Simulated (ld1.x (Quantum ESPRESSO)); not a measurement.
## Pb, ultrasoft: configuration errors across variants

ld1.x (Quantum ESPRESSO) 7.5 input, shortened:

```
&input
   title='Pb', zed=82., rel=2, dft='PZ', iswitch=3,
   config='[Xe] 4f14 5d10 6s2 6p2', rel_dist='average'
 /
 &inputp
   pseudotype=3, tm=.true., lloc=-1, rcloc=1.35,
   nlcc=.false.,
   which_augfun='PSQ', rmatch_augfun_nc=.true.
 /
6
5S  1  0   2.00   0.00  1.15  1.50  0.0
6S  2  0   2.00   0.00  1.15  1.50  0.0
5P  2  1   6.00   0.00  1.30  1.70  0.0
6P  3  1   2.00   0.00  1.30  1.70  0.0
5D  3  2  10.00   0.00  0.95  1.20  0.0
5D  3  2   0.00   0.50  0.95  1.20  0.0
 &test
   configts(1)='5s2 5p6 5d10 6s2 6p2'
 /
```

Open shells are filled in proportion to 2j + 1 (rel_dist='average').

All-electron excitation energies from the reference (eV): (1) 5s2 5p6 5d10 6s2 6p1 6.958; (2) 5s2 5p6 5d10 6s2 6p0 20.881; (3) 5s2 5p6 5d10 6s1 6p0 53.752; (4) 5s2 5p6 5d10 6s0 6p0 96.933; (5) 5s1 5p6 5d10 6s2 6p2 151.885.

The overlap operator is not positive definite (basis up to 400 Ry) in “base”, “wave 5d channel at 0.5 Ry: rcut 0.95, rcutus 1.20 bohr becomes 5d channel at -1.45 Ry: rcut 0.95, rcutus 1.20 bohr”, “core correction a·sin(br)/r model core inside 0.58 bohr”, “local potential all-electron potential smoothed inside 1.20 bohr (lloc = -1)”. Such files are unfit for use, however small their errors in these radial tests.

5 further variants failed, have other tests or too few solved ones, and are left out.

A true bound ghost makes a file unfit for plane-wave use even where its test errors are small: the radial tests pick states by their node count and pass the ghost by.

Errors AE − PS in meV (a dash: test not solved or not reliable):

```csv
change,(1),(2),(3),(4),(5),bound ghosts
base,+47,+103,+155,+216,+110,not determined (overlap not positive)
"wave 5d channel at 0.5 Ry: rcut 0.95, rcutus 1.20 bohr becomes 5d channel at -1.45 Ry: rcut 0.95, rcutus 1.20 bohr",+47,+103,+155,+217,+122,not determined (overlap not positive)
core correction a·sin(br)/r model core inside 0.58 bohr,–,–,–,–,–,not determined (overlap not positive)
local potential all-electron potential smoothed inside 1.20 bohr (lloc = -1),+51,+109,+161,+220,+126,not determined (overlap not positive)
```

(1) Give the same row for: local potential all-electron potential smoothed inside 1.08 bohr (lloc = -1).

## Answers

(1) +66, +120, +177, +246, +198; bound ghosts: s (p3/2 not tested, overlap not positive). Its overlap operator is not positive definite in a basis up to 400 Ry (lowest eigenvalue p3/2 -0.14), so the file is unfit for use: the generalised eigenproblem breaks down once the basis is large enough, and its test numbers describe a broken file.
